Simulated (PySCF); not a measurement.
Computed with B3LYP-D3(BJ)/def2-TZVP // TPSS-D3(BJ)/def2-SVP (PySCF). Gas-phase values, no solvent. One relaxed conformer stands for a flexible species; it need not be the lowest. B3LYP has the VWN-RPA correlation part, as in Gaussian. 

Reference species: [Ti(NH2)4] (neutral, multiplicity 1).

* **HOMO**: -6.55 eV
* **charge on the central atom (meta-Löwdin)**: 1.25 e

Changed species: [Ti(OH)4] (0 of 4 OH replaced by NH2; the reference has 4 of 4 OH replaced by NH2).

Question: Predict the effect on the HOMO and charge on the central atom (meta-Löwdin).

Answer: the HOMO decreases by 2.17 eV, to -8.72 eV; the charge on the central atom (meta-Löwdin) rises by 0.24 e, to 1.49 e.
